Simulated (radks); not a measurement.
Problem. All-electron atom: Cu3+ in [Ar] 3d8 (the NIST ground configuration). All-electron calculation, scalar-relativistic Kohn-Sham, SCAN, spin-unpolarised, spherical densities, finite nucleus; meta-GGA in the generalised Kohn-Sham scheme; Fermi nuclear charge, rms radius 3.8823 fm. Program: a radial shooting solver on a logarithmic mesh with Libxc functionals. Some entries of the table are withheld. Estimate them.

orbital  occ.  eigenvalue (eV)  <r> (bohr)  <r^2> (bohr^2)
1s          2        -8925.716         (1)        0.003659
2s          2              (2)      0.2348         0.06507
2p          6        -972.0235      0.2064             (3)
3s          2        -165.0055      0.7045          0.5719
3p          6              (4)      0.7359          0.6365
3d          8              (5)      0.8533          0.9240

Solution. 
(1) 1s <r> (bohr): 0.05214
(2) 2s eigenvalue (eV): -1121.008
(3) 2p <r^2> (bohr^2): 0.05225
(4) 3p eigenvalue (eV): -120.4015
(5) 3d eigenvalue (eV): -49.0826
